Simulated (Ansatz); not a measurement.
Sn₅H₇⁺, relaxed as a singlet with RKS PBE-D4/def2-SVP in Ansatz, starting from the GFN2-xTB geometry. Force threshold 0.02 eV/Å.

In the def2 sets Sn takes a core potential; there is no spin–orbit coupling. Another isomer (singlet) lies 0.66 eV lower at PBE0-D4/def2-TZVP; other spin states weren't run for this one.

Start:

| atom | x (Å) | y (Å) | z (Å) |
| --- | --- | --- | --- |
| Sn1 | 2.1676 | 1.2661 | -3.0621 |
| Sn2 | -0.5201 | -0.0392 | 3.8924 |
| Sn3 | -0.9690 | -1.0473 | 1.2042 |
| Sn4 | 0.7598 | 0.4125 | -0.6325 |
| Sn5 | -1.8719 | 0.2431 | -3.1590 |
| H6 | 0.5197 | 0.9519 | 4.9435 |
| H7 | 0.2783 | 0.6961 | -3.9343 |
| H8 | -1.1978 | 1.4847 | -1.4160 |
| H9 | -1.5728 | -0.4108 | 5.2607 |
| H10 | -0.7656 | -1.1012 | -1.7871 |
| H11 | 0.5586 | -1.9696 | 1.5953 |
| H12 | 2.6132 | -0.4862 | -2.9052 |

Task: Estimate the energy that the relaxation releases and the steps that it takes.

Result: 41.7 kcal/mol, in 25 steps; 48 s on 4 threads of Arm Neoverse V2 on a shared host. The force fell under the threshold at step 20, but the optimiser went on. No frequencies were taken in this run, so the end may be a saddle point.

Task: Does the start keep its bonding?

Result: Bonds formed: Sn2–H11, Sn4–H8, Sn5–H7, Sn5–H8, Sn5–H10 (atoms count from 1). Metal–metal contacts that move far: Sn4–Sn5 3.65 to 3.12 Å.

Task: Predict the relaxed structure.

Result: 
Cartesian coordinates in Å:
```
Sn 2.097 1.330 -1.906
Sn -0.519 0.124 3.104
Sn -1.757 -1.727 1.362
Sn 0.104 -0.280 -0.443
Sn -1.244 0.490 -3.153
H 0.992 0.944 2.812
H 0.513 1.343 -3.165
H -1.353 0.894 -1.226
H -0.717 -0.028 4.821
H -0.553 -1.064 -2.209
H -0.060 -1.720 2.549
H 2.497 -0.306 -2.546
```
Bond lengths (bridged metal pairs left out): 3 × Sn–Sn 2.83 to 2.97 Å; 9 × H–Sn 1.73 to 2.03 Å.
